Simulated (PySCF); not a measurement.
Cl₃H₂NSn, SMILES [NH2][Sn]([Cl])([Cl])[Cl]. Coordinates come from a PBE-D3(BJ)/def2-SVP optimisation. The structure was generated by enumeration; whether it is a known compound was not checked. The def2 effective core potentials stand for the cores of Sn; spin–orbit coupling is left out. The values are those of a single conformer.

Give the equilibrium geometry at PBE-D3(BJ)/def2-SVP (PySCF confirms it by a frequency run) as Cartesian coordinates in Å. (Estimate from the structure and the level; the computed values follow.)

Several could match; the one computed here: 
```xyz
7

N      2.2103    -0.3563    -0.2825
Sn     0.2051    -0.0375    -0.0149
Cl    -0.9554    -1.3569    -1.5708
Cl    -0.2157     2.2364    -0.4194
Cl    -0.6458    -0.5587     2.1296
H      2.4315    -1.3305    -0.0242
H      2.7306     0.2462     0.3742
```
